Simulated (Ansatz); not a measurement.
Species: BNH5, charge 0, doublet. BNH5 (SMILES [BH3-][NH2+], doublet).
B3LYP-D3(BJ)/def2-TZVP minimum from Ansatz (an electronic-structure program):
```xyz
7

B     -0.7529    -0.0394    -0.0407
N      0.6992    -0.0010    -0.0110
H     -1.2334    -0.7111    -0.9047
H     -1.2090     1.1239     0.0621
H     -1.1945    -0.2412     1.1152
H      1.2201     0.5306     0.6709
H      1.2873    -0.4979    -0.6632
```
Charge 0, spin multiplicity 2.

Total energies in cc-pVTZ, 13 correlated electrons, 2 frozen orbitals. Radicals and triplets start from unrestricted determinants; spin-orbit coupling is neglected. Cores are frozen in correlated methods. No relativity. The UHF reference of H5BN ([BH3-][NH2+], doublet) is spin-contaminated (<S^2> up to 0.04 over the pure value in the sets run).

| method | program | energy (Eh) | minus CCSDT(Q) (mEh) |
|---|---|---|---|
| HF | Ansatz | -82.00894 | 389.08 |
| MP2 | Ansatz | -82.34933 | 48.70 |
| CCSD | Ansatz | -82.38290 | 15.12 |
| CCSD(T) | Ansatz | -82.39646 | 1.56 |
| CCSDT(Q) | Ansatz | -82.39802 | 0.00 |

Rough core times of Ansatz's runs on a shared machine: CCSD(T) 40 s, CCSDT(Q) 90 min.
